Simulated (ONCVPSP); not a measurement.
Pseudopotential generation for Sm (Z = 62): ONCV, PBE, scalar-relativistic.

Sm, optimised norm-conserving Vanderbilt (ONCV), made with ONCVPSP 4.0.1 (PBE, scalar-relativistic). Core [Kr] 4d10 4f6, reference 5s2 5p6 6s2. Waves: 5s+6s: rc 1.95 bohr, ncon 4, nbas 8, qcut 5.9 1/bohr, 2 projectors; 5p: rc 2.10 bohr, ncon 4, nbas 8, qcut 6.1 1/bohr, 3 projectors, debl 3.2 Ha; d scattering state at 0.38 Ha: rc 1.70 bohr, ncon 3, nbas 6, qcut 6.5 1/bohr, local. Local part: the d channel. Core correction: Teter function, fcfact 5.5, rcfact 1.5.

In the d channel the program set the typed energies aside and used 0.050 Ha.

All-electron outer shells of the reference configuration (PBE, scalar-relativistic, ld1.x):

```
shell  level (eV)  outermost node (bohr)  outermost maximum (bohr)
   5p      -23.23                   0.73                      1.43
   6s       -3.58                   1.70                      3.66
   4f       -2.47                      –                      0.61
```

(1) Estimate the cutoffs (Ha) at which the residual kinetic energy of the hardest occupied pseudo-wave falls to 1 and 0.1 mHa per electron.

(2) What does a ghost test show?

Results:

(1) 13 Ha and 16 Ha.

(2) No bound ghost flagged; no localised positive-energy state flagged.

Tests left out (the all-electron energies of this program are off by 10 to 40 meV for near-neutral 4f atoms).
